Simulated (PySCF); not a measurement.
PySCF job for C₄H₄F₂, SMILES C=C=CC(F)F, TDA-PBE/def2-SVPD. Coordinates come from a r2SCAN-D4/def2-SVP optimisation. The values are those of a single conformer.

```python
import numpy as np
from pyscf import gto, scf, dft, tdscf

mol = gto.M(
    atom='''
    C     2.79903947    0.25132982   -0.00000000
    C     1.56877332   -0.19313185   -0.00000001
    C     0.32867475   -0.62149545    0.00000000
    C    -0.84931621    0.30053284    0.00000000
    F    -1.62663885    0.05674746    1.09278483
    F    -1.62663886    0.05674746   -1.09278483
    H     3.33368331    0.44115771    0.93795227
    H     3.33368331    0.44115772   -0.93795227
    H     0.09214337   -1.69410521   -0.00000001
    H    -0.56303865    1.36692337    0.00000001
    ''',
    basis='def2-SVPD',
    charge=0,
    spin=0,
    symmetry=True,
    max_memory=1600,
    verbose=4,
)
mf = dft.RKS(mol, xc='pbe').density_fit(auxbasis='def2-universal-jkfit')
mf.grids.level = 3
mf.conv_tol = 1e-9
mf.max_cycle = 100
mf.kernel()
mf.grids = dft.Grids(mol).set(level=1).build(with_non0tab=True)  # coarser grid for the response kernel
td = tdscf.TDA(mf)
td.singlet = True
td.nstates = 10
td.conv_tol = 1e-4
td.positive_eig_threshold = 1e-6
td.kernel(x0=td.get_init_guess(mf, 15))
td.analyze()
tt = tdscf.TDA(mf)
tt.singlet = False
tt.nstates = 4
tt.conv_tol = 1e-4
tt.positive_eig_threshold = 1e-6
tt.kernel(x0=tt.get_init_guess(mf, 9))
tt.analyze(verbose=3)
```

Log of the run:

```
PySCF version 2.14.0

[INPUT] verbose = 4
[INPUT] num. atoms = 10
[INPUT] num. electrons = 46
[INPUT] charge = 0
[INPUT] spin (= nelec alpha-beta = 2S) = 0
[INPUT] symmetry True subgroup None
[INPUT] Mole.unit = angstrom
[INPUT] Symbol           X                Y                Z      unit          X                Y                Z       unit  Magmom
[INPUT]  1 C      2.799039470000   0.251329820000   0.000000000000 AA    5.289418010148   0.474944526736   0.000000000000 Bohr   0.0
[INPUT]  2 C      1.568773320000  -0.193131850000  -0.000000010000 AA    2.964551926325  -0.364966302431  -0.000000018897 Bohr   0.0
[INPUT]  3 C      0.328674750000  -0.621495450000   0.000000000000 AA    0.621105261560  -1.174456188163   0.000000000000 Bohr   0.0
[INPUT]  4 C     -0.849316210000   0.300532840000   0.000000000000 AA   -1.604975030054   0.567924759038   0.000000000000 Bohr   0.0
[INPUT]  5 F     -1.626638850000   0.056747460000   1.092784830000 AA   -3.073901930077   0.107237157665   2.065064041779 Bohr   0.0
[INPUT]  6 F     -1.626638860000   0.056747460000  -1.092784830000 AA   -3.073901948975   0.107237157665  -2.065064041779 Bohr   0.0
[INPUT]  7 H      3.333683310000   0.441157710000   0.937952270000 AA    6.299748441934   0.833667249640   1.772472908214 Bohr   0.0
[INPUT]  8 H      3.333683310000   0.441157720000  -0.937952270000 AA    6.299748441934   0.833667268538  -1.772472908214 Bohr   0.0
[INPUT]  9 H      0.092143370000  -1.694105210000  -0.000000010000 AA    0.174125733494  -3.201394873099  -0.000000018897 Bohr   0.0
[INPUT] 10 H     -0.563038650000   1.366923370000   0.000000010000 AA   -1.063988846045   2.583110802568   0.000000018897 Bohr   0.0

nuclear repulsion = 215.771583603079
point group symmetry = Cs
symmetry origin: [-2.87567029e-09  1.23243010e-09 -2.46486016e-09]
symmetry axis x: [ 1.00000000e+00  4.72860300e-10 -2.04758295e-11]
symmetry axis y: [ 4.72860300e-10 -1.00000000e+00  2.24680962e-09]
symmetry axis z: [2.04758284e-11 2.24680962e-09 1.00000000e+00]
num. orbitals of irrep A' = 99
num. orbitals of irrep A" = 59
number of shells = 66
number of NR pGTOs = 226
number of NR cGTOs = 158
basis = def2-SVPD
ecp = {}


[settings echo left out]
init E= -354.362483754807
HOMO (A") = -0.310464500680232  LUMO (A") = -0.0980412688640588  gap/eV = 5.78033
cycle= 1 E= -353.742226972108  delta_E= 0.62  |g|= 0.647  |ddm|= 6.01
HOMO (A') = -0.21151117102325  LUMO (A") = -0.0187403683977085  gap/eV = 5.24556
cycle= 2 E= -353.578262915483  delta_E= 0.164  |g|= 1.18  |ddm|= 1.82
HOMO (A") = -0.244277015279667  LUMO (A") = -0.0414468190481077  gap/eV = 5.51929
cycle= 3 E= -353.81815560567  delta_E= -0.24  |g|= 0.145  |ddm|= 1.17
HOMO (A') = -0.263377970471986  LUMO (A") = -0.0594445752734312  gap/eV = 5.54931
cycle= 4 E= -353.822665494108  delta_E= -0.00451  |g|= 0.0558  |ddm|= 0.268
HOMO (A") = -0.26103394680942  LUMO (A") = -0.0556162099569351  gap/eV = 5.58970
cycle= 5 E= -353.823304910774  delta_E= -0.000639  |g|= 0.0303  |ddm|= 0.115
HOMO (A") = -0.260894846795431  LUMO (A") = -0.055214489667351  gap/eV = 5.59685
cycle= 6 E= -353.823559943733  delta_E= -0.000255  |g|= 0.00402  |ddm|= 0.0446
HOMO (A") = -0.260848295362435  LUMO (A") = -0.0551620754043847  gap/eV = 5.59701
cycle= 7 E= -353.82356392314  delta_E= -3.98e-06  |g|= 0.00145  |ddm|= 0.00741
HOMO (A") = -0.260900485180498  LUMO (A") = -0.0552139736733515  gap/eV = 5.59702
cycle= 8 E= -353.823564366403  delta_E= -4.43e-07  |g|= 0.000358  |ddm|= 0.00228
HOMO (A") = -0.260911499908602  LUMO (A") = -0.0552300594455075  gap/eV = 5.59688
cycle= 9 E= -353.823564393431  delta_E= -2.7e-08  |g|= 0.000175  |ddm|= 0.00103
HOMO (A") = -0.260908633199841  LUMO (A") = -0.0552238352174652  gap/eV = 5.59697
cycle= 10 E= -353.823564401356  delta_E= -7.93e-09  |g|= 1.25e-05  |ddm|= 0.000236
HOMO (A") = -0.260909723509582  LUMO (A") = -0.0552252652999736  gap/eV = 5.59696
cycle= 11 E= -353.823564401386  delta_E= -2.94e-11  |g|= 6.79e-06  |ddm|= 6.25e-05
HOMO (A") = -0.260908522688198  LUMO (A") = -0.055224148698557  gap/eV = 5.59696
Extra cycle  E= -353.823564401371  delta_E= 1.48e-11  |g|= 1.02e-05  |ddm|= 2.96e-05
converged SCF energy = -353.823564401371
tot grids = 41208
Overwritten attributes  positive_eig_threshold  of <class 'pyscf.tdscf.rks.TDA'>


******** <class 'pyscf.tdscf.rks.TDA'> for <class 'pyscf.df.df_jk.DFSymAdaptedRKS'> ********
nstates = 10 singlet
deg_eia_thresh = 1.000e-03
wfnsym = None
conv_tol = 0.0001
eigh lindep = 1e-12
eigh level_shift = 0
eigh max_cycle = 100


Excitation energies (eV)
[5.68324951 5.88894284 6.78085912 7.03890117 7.17384014 7.23061716
 7.58071486 7.7761669  7.78739627 8.02880596]

** Singlet excitation energies and oscillator strengths **
Excited State   1:   A"      5.68325 eV    218.16 nm  f=0.0000
      22 -> 24       -0.59089
      23 -> 25       -0.38744
Excited State   2:   A"      5.88894 eV    210.54 nm  f=0.0000
      22 -> 24       -0.38758
      23 -> 25        0.59087
Excited State   3:   A'      6.78086 eV    182.84 nm  f=0.0029
      21 -> 25       -0.48274
      22 -> 25       -0.39809
      23 -> 24        0.29959
Excited State   4:   A"      7.03890 eV    176.14 nm  f=0.0000
      21 -> 24        0.70492
Excited State   5:   A"      7.17384 eV    172.83 nm  f=0.0029
      23 -> 26        0.70622
Excited State   6:   A'      7.23062 eV    171.47 nm  f=0.0425
      21 -> 25        0.12234
      22 -> 26        0.69298
Excited State   7:   A'      7.58071 eV    163.55 nm  f=0.2509
      16 -> 24       -0.10848
      19 -> 25        0.13182
      20 -> 24        0.13150
      21 -> 25        0.40780
      23 -> 24        0.46952
Excited State   8:   A"      7.77617 eV    159.44 nm  f=0.0016
      23 -> 27       -0.70659
Excited State   9:   A'      7.78740 eV    159.21 nm  f=0.0906
      21 -> 25       -0.12589
      22 -> 25        0.16778
      22 -> 27        0.65558
Excited State  10:   A'      8.02881 eV    154.42 nm  f=0.2761
      20 -> 24       -0.43411
      21 -> 25        0.16036
      22 -> 25       -0.27931
      22 -> 27        0.21111
      22 -> 28        0.34695
      23 -> 24       -0.11760

** Transition electric dipole moments (AU) **
state          X           Y           Z        Dip. S.      Osc.
  1        -0.0000     -0.0000      0.0108      0.0001      0.0000
  2         0.0000     -0.0000     -0.0185      0.0003      0.0000
  3        -0.1264     -0.0412     -0.0000      0.0177      0.0029
  4        -0.0000      0.0000      0.0025      0.0000      0.0000
  5        -0.0000      0.0000      0.1277      0.0163      0.0029
  6        -0.2284      0.4333     -0.0000      0.2399      0.0425
  7         1.1583      0.0965     -0.0000      1.3509      0.2509
  8         0.0000     -0.0000     -0.0909      0.0083      0.0016
  9         0.5821      0.3685      0.0000      0.4747      0.0906
 10        -1.1209     -0.3837     -0.0000      1.4036      0.2761

** Transition velocity dipole moments (imaginary part, AU) **
state          X           Y           Z        Dip. S.      Osc.
  1         0.0000      0.0000      0.0170      0.0003      0.0009
  2        -0.0000      0.0000      0.0031      0.0000      0.0000
  3        -0.0145      0.0036     -0.0000      0.0002      0.0006
  4        -0.0000      0.0000     -0.0212      0.0005      0.0012
  5         0.0000     -0.0000      0.0171      0.0003      0.0007
  6        -0.0563      0.1098     -0.0000      0.0152      0.0382
  7         0.1815     -0.0197     -0.0000      0.0333      0.0797
  8        -0.0000     -0.0000     -0.0068      0.0000      0.0001
  9         0.1035      0.0335      0.0000      0.0118      0.0276
 10        -0.1782     -0.0723     -0.0000      0.0370      0.0835

** Transition magnetic dipole moments (imaginary part, AU) **
state          X           Y           Z
  1         0.9003      0.3122     -0.0000
  2        -0.3461     -0.1774      0.0000
  3        -0.0000     -0.0000     -0.0137
  4         0.3187     -0.0053     -0.0000
  5         0.2347     -0.4091      0.0000
  6         0.0000      0.0000     -0.9022
  7        -0.0000     -0.0000     -0.2290
  8        -0.0206     -0.3493     -0.0000
  9         0.0000      0.0000      0.0235
 10        -0.0000     -0.0000      0.4344


******** <class 'pyscf.tdscf.rks.TDA'> for <class 'pyscf.df.df_jk.DFSymAdaptedRKS'> ********
nstates = 4 triplet
deg_eia_thresh = 1.000e-03
wfnsym = None
conv_tol = 0.0001
eigh lindep = 1e-12
eigh level_shift = 0
eigh max_cycle = 100


Excitation energies (eV)
[4.57365459 4.79330386 5.27256592 5.52808956]

** Triplet excitation energies and oscillator strengths **
Excited State   1:   A'      4.57365 eV    271.08 nm  f=0.0000
Excited State   2:   A'      4.79330 eV    258.66 nm  f=0.0000
Excited State   3:   A"      5.27257 eV    235.15 nm  f=0.0000
Excited State   4:   A"      5.52809 eV    224.28 nm  f=0.0000
```

The calculation finished and met its thresholds.
